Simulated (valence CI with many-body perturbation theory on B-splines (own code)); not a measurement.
# E1 transitions of In XIX

Level of theory: configuration interaction combined with many-body perturbation theory (CI+MBPT): three valence electrons over a frozen Dirac-Fock core [Ar] 3d10, a basis of 11 s, 11 p, 9 d, 7 f, 5 g, 2 h, 1 i functions for each j, with the one-electron correlation potential Σ1, the two-electron term Σ2, the three-electron term Σ3, Breit, model QED; selected CI, second order for the rest (own B-spline code, finite nucleus).

No measured levels were compared; by estimate levels hold to about 250 cm⁻¹ or 0.2 % of their energy and the worst to 1 %, as in measured heavy ions of charge 2 to 7; those with d or f electrons hold less well.

Lines 151 to 200 of 274 in falling wavelength, among levels below 1529100 cm⁻¹, chosen from the strongest by gf and those to the six lowest levels. Wavelengths and rates use the calculated energies, so an error of 2000 cm⁻¹ moves a line at 168.3 Å by 0.34 % and its rate by three times that or more. Electric multipoles are in the length gauge, E1 and E2 with the static RPA response of the core. Weak lines are less certain than strong ones. Lines between different terms over intervals too small for the method are left out, as are lines whose strength nearly cancels. Where a level lies close to another of its J and parity, the split of strength between their lines is uncertain. The highest levels of a list are the least certain.

Names give the largest LS component (configuration and term), which can be under half, so a name can repeat, a term be missing and a line seem to break the LS rules; names also repeat where a configuration has a term twice. Letters in brackets count levels of one name in rising energy.

```tsv
λ vac (Å)	Upper	Lower	A (s⁻¹)	log gf	Branch %
168.3	4p2 4d 2S_1/2	4p3 2P°_3/2	9.95e+10	-0.07	57.3
167.4	4s2 4d 2D_3/2	4s2 4p 2P°_3/2	2.76e+10	-0.33	17.1
167.4	4s 4p 4d 4D°_3/2	4s 4p2 4P_5/2	3.43e+09	-1.24	2.4
166.8	4p2 4d 4P_5/2	4p3 2D°_5/2	3.75e+10	-0.03	18.8
166.8	4s 4p 4d 2P°_1/2 [b]	4s 4p2 2S_1/2	3.97e+10	-0.48	21.1
166.4	4s 4p 4d 4P°_1/2	4s 4p2 2D_3/2	1.18e+09	-2.01	1.0
166.0	4p2 4d 2P_1/2 [b]	4p3 2P°_1/2	6.96e+10	-0.24	54.4
165.7	4p2 4d 4P_3/2	4p3 2D°_5/2	1.41e+10	-0.64	7.0
165.6	4s 4p 4d 4D°_5/2	4s 4p2 2D_3/2	3.55e+09	-1.06	2.4
165.5	4p2 4d 4P_5/2	4p3 4S°_3/2 [b]	4.07e+10	0.00	20.4
165.5	4s 4p 4d 4P°_3/2	4s 4p2 2D_3/2	8.10e+09	-0.88	6.3
165.3	4s 4p 4d 2D°_3/2 [b]	4s 4p2 2P_3/2	4.83e+10	-0.10	20.7
165.2	4s 4p 4d 2P°_3/2 [b]	4s 4p2 2P_3/2	6.69e+10	0.04	38.8
164.7	4s 4p 4d 4F°_3/2	4s 4p2 4P_1/2	4.86e+08	-2.10	6.4
163.7	4s2 4d 2D_5/2	4s2 4p 2P°_3/2	1.27e+11	0.49	100.0
163.6	4s 4p 4d 2D°_5/2 [b]	4s 4p2 2P_3/2	1.94e+11	0.67	80.0
163.1	4s 4p 4d 2D°_3/2 [b]	4s 4p2 2S_1/2	1.13e+11	0.26	48.2
163.0	4s 4p 4d 2P°_3/2 [b]	4s 4p2 2S_1/2	2.63e+10	-0.38	15.2
162.5	4s2 4f 2F°_7/2	4s2 4d 2D_5/2	1.80e+11	0.76	98.7
162.5	4s2 4f 2F°_5/2	4s2 4d 2D_5/2	1.40e+10	-0.48	7.1
162.3	4s 4p 4d 4P°_5/2	4s 4p2 4P_3/2	7.72e+10	0.26	76.0
160.6	4p3 2P°_3/2	4s 4p2 4P_1/2	2.34e+09	-1.44	4.5
160.5	4s 4p 4d 4D°_3/2	4s 4p2 4P_3/2	1.93e+10	-0.53	13.3
160.2	4s 4p 4d 2D°_5/2 [a]	4s 4p2 2D_3/2	1.42e+09	-1.48	1.7
159.9	4p2 4d 2D_5/2	4p3 2D°_5/2	2.05e+10	-0.33	11.2
159.7	4s 4p 4d 4D°_1/2	4s 4p2 4P_3/2	3.21e+09	-1.61	1.8
159.7	4s 4p 4d 2P°_3/2 [a]	4s 4p2 2P_1/2	1.32e+11	0.31	75.0
159.4	4p2 4d 4D_5/2	4p3 4S°_3/2 [a]	1.00e+10	-0.64	15.6
159.4	4p2 4d 4D_3/2	4p3 4S°_3/2 [a]	1.15e+10	-0.76	15.1
159.0	4s2 4f 2F°_5/2	4s2 4d 2D_3/2	1.80e+11	0.61	91.3
158.7	4s 4p 4d 2F°_7/2 [a]	4s 4p2 2D_5/2	3.29e+10	0.00	57.1
158.6	4p2 4d 2D_5/2	4p3 4S°_3/2 [b]	3.22e+10	-0.14	17.7
157.5	4s 4p 4d 2F°_5/2 [a]	4s 4p2 4P_5/2	5.09e+09	-0.94	6.4
157.2	4p2 4d 2P_1/2 [a]	4p3 4S°_3/2 [b]	5.66e+10	-0.38	33.6
155.9	4s 4p 4d 2D°_3/2 [a]	4s 4p2 4P_5/2	5.14e+09	-1.13	4.1
153.3	4s 4p 4d 2F°_7/2 [b]	4s 4p2 2D_5/2	1.34e+11	0.58	79.0
153.1	4s 4p 4d 4D°_7/2	4s 4p2 4P_5/2	1.40e+11	0.59	92.2
153.1	4s 4p 4d 4D°_5/2	4s 4p2 4P_5/2	8.83e+10	0.27	60.2
153.1	4p2 4d 2D_3/2 [b]	4p3 2D°_5/2	2.03e+10	-0.54	10.6
152.9	4s 4p 4d 4P°_3/2	4s 4p2 4P_5/2	3.24e+10	-0.34	25.1
152.3	4p2 4d 2P_1/2 [b]	4p3 4S°_3/2 [b]	3.63e+10	-0.60	28.3
152.1	4p2 4d 4P_5/2	4p3 4S°_3/2 [a]	8.27e+10	0.24	41.5
151.9	4p2 4d 2D_3/2 [b]	4p3 4S°_3/2 [b]	1.26e+11	0.24	65.1
151.8	4p2 4d 2F_5/2 [b]	4p3 2D°_5/2	6.77e+10	0.15	32.1
151.4	4s 4p 4d 2P°_3/2 [a]	4s 4p2 2D_3/2	5.73e+09	-1.10	3.2
151.4	4s 4p 4d 2F°_5/2 [a]	4s 4p2 4P_3/2	1.29e+10	-0.57	16.4
151.1	4p2 4d 4P_3/2	4p3 4S°_3/2 [a]	1.41e+11	0.28	70.2
150.9	4p2 4d 4P_1/2	4p3 4S°_3/2 [a]	1.17e+11	-0.10	73.8
150.7	4p2 4d 2F_5/2 [b]	4p3 4S°_3/2 [b]	9.99e+10	0.31	47.4
150.0	4s 4p 4d 2D°_3/2 [a]	4s 4p2 4P_3/2	2.02e+10	-0.56	16.1
```

Question: How does gf follow from A for the line at 158.7 Å?

Answer: gf = 1.4992 × (2J+1)_upper × A / σ², with σ = 629981 cm⁻¹ and 2J+1 = 8: gf = 0.994.
